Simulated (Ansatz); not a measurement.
Reaction (cleavage of the Ge–Ge bond): `[CH3][GeH]([F])[GeH3]` + `CNBF` → `C[N]([GeH3])BF` + `[CH3][GeH2][F]`

Gas-phase electronic energies from Ansatz, PBE0-D4/def2-TZVP geometries. CCSD(T)/CBS is the MP2 limit (def2-TZVPP, def2-QZVPP) plus CCSD(T) − MP2 in def2-TZVPP, frozen cores. This one scheme is used for every species. Functionals use def2-TZVPP. B3LYP here is the variant with VWN-RPA as its local correlation; programs differ in this. For Ge outer-core shells are correlated without core-valence functions, which leaves a few kJ/mol of doubt a bond. Scalar relativity is left out up to krypton. Each species was taken in one conformer, which may not be the lowest.

```tsv
level	ΔE (kcal/mol)	difference from CCSD(T)/CBS
PBE-D4	9.9	3.7
r2SCAN-D4	8.1	1.9
PBE0-D4	9.1	2.9
B3LYP-D4	8.0	1.8
ωB97X-V	6.4	0.2
ωB97M-V	6.9	0.7
B2PLYP	7.0	0.8
PBE	10.5	4.3
r2SCAN	8.2	2.0
PBE0	9.6	3.4
B3LYP	9.1	2.9
HF/def2-TZVPP	5.2	-1.0
MP2/def2-TZVPP	4.5	-1.7
SCS-MP2/def2-TZVPP	4.0	-2.2
CCSD/def2-TZVPP	5.5	-0.7
CCSD(T)/def2-TZVPP	5.3	-0.9
HF/def2-QZVPP	5.1	-1.1
MP2/def2-QZVPP	4.9	-1.3
SCS-MP2/def2-QZVPP	4.4	-1.8
HF/CBS(def2)	5.1	-1.1
MP2/CBS(def2)	5.4	-0.8
CCSD/CBS(def2)	6.4	0.2
CCSD(T)/CBS	6.2	0
```

Largest T1 diagnostic among the species: 0.012.

From PBE to PBE0 (25 % exact exchange), in def2-TZVPP and without D4, ΔE moves by −0.9 kcal/mol. The D4 term adds −1.0 kcal/mol with B3LYP and −0.5 kcal/mol with PBE0; it sums over pairs of atoms, weighted by their polarisabilities, and B3LYP, whose exchange is more repulsive, gets the larger term.
